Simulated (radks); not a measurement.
Question: The chlorine ion Cl2+, [Ne] 3s2 3p3. All-electron calculation, non-relativistic Kohn-Sham, PBE, spin-polarised, spherical densities, point nucleus. Program: a radial shooting solver on a logarithmic mesh with Libxc functionals. Every spin shell is full or empty, so the densities are truly spherical. Functionals are evaluated on that one density, not self-consistently. Rank these orbital-free kinetic functionals by their error against the exact value of the orbitals, and give that value: Thomas-Fermi, von Weizsacker, TF + vW, TF + vW/9, TF + vW/5, APBEK, Perdew 92, Thakkar, Pearson, DePristo-Kress, Ernzerhof.

Answer: Exact: 458.126 hartree. From best to worst, with 100 (|E| - |E exact|)/|E exact| (equal figures are ties): Thakkar -0.05, DePristo-Kress +0.09, Ernzerhof +0.09, APBEK +0.30, Perdew 92 -0.51, TF + vW/9 -0.52, Pearson -1.49, TF + vW/5 +4.80, Thomas-Fermi -7.17, von Weizsacker -40.13, TF + vW +52.70.
